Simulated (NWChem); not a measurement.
Species: CH$_{3}$BClI; SMILES CB(Cl)I

Program: NWChem. All runs use the structure optimised with PBE0/def2-SVP. def2 effective core potentials on I; no spin-orbit coupling.

For level B3LYP/STO-3G (all-electron, non-relativistic):

```
Quantity                     Result
---------------------------  ------
highest occupied level (eV)   -5.17
orbital gap (eV)               5.85
dipole (D)                     1.57
```

What are these values for level B3LYP/def2-SVP (core potentials)?


- highest occupied level (eV) = -7.18
- orbital gap (eV) = 5.64
- dipole (D) = 1.39
